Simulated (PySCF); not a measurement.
Ground-state electric properties of a mixed set of molecules.

All values: CAM-B3LYP/def2-SVPD (PySCF) at PBE0-D3(BJ)/def2-SVP geometries, gas phase, one conformer each. Core orbitals are frozen in the response; Δα² is half the sum of the squared differences of the principal polarisabilities. The calculation is non-relativistic, for germanium too.

(1) Rank by mean static polarisability, lowest first.
A. `[BH3-][P+]1(C#CC)CCC1`
B. `BCBN1CCCC1`
C. `B[NH][GeH3]`
D. `[H]/N=C\[C@H]1C=CC[SiH2]1`
E. `N(c1ccccc1)CC`
F. `CC(c1ccncc1)C`

(2) Rank by dipole moment, lowest first.
A. `[BH2:1][CH2:2][BH:3][N:4]1[CH2:5][CH2:6][CH2:7][CH2:8]1` with H–B1–C2–B3 -91° and 85°, B1–C2–B3–N4 88°, C2–B3–N4–C5 180°, B3–N4–C5–C6 -161°, N4–C5–C6–C7 -34°, C5–C6–C7–C8 39°, C6–C7–C8–N4 -30°
B. `[CH3:1][N:2]([CH3:3])[C@@:4]12[CH:5]=[CH:6][C@H:7]3[C@@H:8]1[C@@H:9]23` with C1–N2–C4–C5 -66°
C. `[BH3-:1][P+:2]1([C:3]#[C:4][CH3:5])[CH2:6][CH2:7][CH2:8]1` with B1–P2–C6–C7 137°, P2–C6–C7–C8 -19°, C6–C7–C8–P2 19°, B1–P2–C8–C7 -137°
D. `[CH3:1][CH:2]([CH3:3])[c:4]1[cH:5][cH:6][n:7][cH:8][cH:9]1` with C1–C2–C4–C5 -62°
E. `[CH3:1][CH2:2][NH:3][c:4]1[cH:5][cH:6][cH:7][cH:8][cH:9]1` with C1–C2–N3–C4 -178°, C2–N3–C4–C5 -12°
F. `[NH]([GeH3])B`

(3) Rank by polarisability anisotropy Δα, lowest first.
A. `[CH3:1][CH:2]([CH3:3])[c:4]1[cH:5][cH:6][n:7][cH:8][cH:9]1` with C1–C2–C4–C5 -62°
B. `[CH3:1][CH2:2][NH:3][c:4]1[cH:5][cH:6][cH:7][cH:8][cH:9]1` with C1–C2–N3–C4 -178°, C2–N3–C4–C5 -12°
C. `[CH3:1][N:2]([CH3:3])[C@@:4]12[CH:5]=[CH:6][C@H:7]3[C@@H:8]1[C@@H:9]23` with C1–N2–C4–C5 -66°
D. `[BH2:1][CH2:2][BH:3][N:4]1[CH2:5][CH2:6][CH2:7][CH2:8]1` with H–B1–C2–B3 -91° and 85°, B1–C2–B3–N4 88°, C2–B3–N4–C5 180°, B3–N4–C5–C6 -161°, N4–C5–C6–C7 -34°, C5–C6–C7–C8 39°, C6–C7–C8–N4 -30°
E. `[H]/[N:1]=[CH:2]\[C@H:3]1[CH:4]=[CH:5][CH2:6][SiH2:7]1` with N1–C2–C3–C4 -17°, C2–C3–C4–C5 110°, C4–C5–C6–Si7 8°, C5–C6–Si7–C3 -12°, C2–C3–Si7–C6 -109°
F. `[BH3-:1][P+:2]1([C:3]#[C:4][CH3:5])[CH2:6][CH2:7][CH2:8]1` with B1–P2–C6–C7 137°, P2–C6–C7–C8 -19°, C6–C7–C8–P2 19°, B1–P2–C8–C7 -137°

## Answers

(1) C (8.18 Å³), D (13.17 Å³), B (14.00 Å³), F (14.62 Å³), E (15.62 Å³), A (17.00 Å³).

(2) B (0.38 D), F (1.75 D), E (1.98 D), A (2.58 D), D (2.88 D), C (5.67 D).

(3) E (2.89 Å³), C (3.35 Å³), D (4.34 Å³), A (6.02 Å³), F (6.49 Å³), B (9.74 Å³).

All values together:

```tsv
SMILES	formula	μ (D)	HOMO (eV)	LUMO (eV)	α (Å³)	Δα (Å³)	electrons	α per electron (Å³)	ΔSCF removal energy (eV)
CC(C)c1ccncc1	C8H11N	2.88	-8.74	0.40	14.62	6.02	66	0.222	9.36
[H]/N=C\[C@H]1C=CC[SiH2]1	C5H9NSi	2.96	-8.80	0.89	13.17	2.89	60	0.220	9.56
CCNc1ccccc1	C8H11N	1.98	-6.84	1.03	15.62	9.74	66	0.237	7.44
CN(C)[C@@]12C=C[C@H]3[C@@H]1[C@H]32	C8H11N	0.38	-7.62	1.30	13.70	3.35	66	0.208	–
[BH3-][P+]1(C#CC)CCC1	C6H12BP	5.67	-8.81	0.55	17.00	6.49	68	0.250	9.42
B[NH][GeH3]	BGeH6N	1.75	-9.72	0.83	8.18	2.62	50	0.164	10.55
BCBN1CCCC1	C5H13B2N	2.58	-8.47	-0.16	14.00	4.34	60	0.233	9.02
```

Conformers: `[CH3:1][CH:2]([CH3:3])[c:4]1[cH:5][cH:6][n:7][cH:8][cH:9]1` with C1–C2–C4–C5 -62°; `[H]/[N:1]=[CH:2]\[C@H:3]1[CH:4]=[CH:5][CH2:6][SiH2:7]1` with N1–C2–C3–C4 -17°, C2–C3–C4–C5 110°, C4–C5–C6–Si7 8°, C5–C6–Si7–C3 -12°, C2–C3–Si7–C6 -109°; `[CH3:1][CH2:2][NH:3][c:4]1[cH:5][cH:6][cH:7][cH:8][cH:9]1` with C1–C2–N3–C4 -178°, C2–N3–C4–C5 -12°; `[CH3:1][N:2]([CH3:3])[C@@:4]12[CH:5]=[CH:6][C@H:7]3[C@@H:8]1[C@@H:9]23` with C1–N2–C4–C5 -66°; `[BH3-:1][P+:2]1([C:3]#[C:4][CH3:5])[CH2:6][CH2:7][CH2:8]1` with B1–P2–C6–C7 137°, P2–C6–C7–C8 -19°, C6–C7–C8–P2 19°, B1–P2–C8–C7 -137°; `[BH2:1][CH2:2][BH:3][N:4]1[CH2:5][CH2:6][CH2:7][CH2:8]1` with H–B1–C2–B3 -91° and 85°, B1–C2–B3–N4 88°, C2–B3–N4–C5 180°, B3–N4–C5–C6 -161°, N4–C5–C6–C7 -34°, C5–C6–C7–C8 39°, C6–C7–C8–N4 -30°.

A dash marks a removal energy that wasn't run or isn't settled.

Problem. By how much does the ΔSCF value exceed −ε(HOMO) over the species that have both?

Solution. By 0.55 to 0.84 eV, 0.66 eV on average, over 6 species.
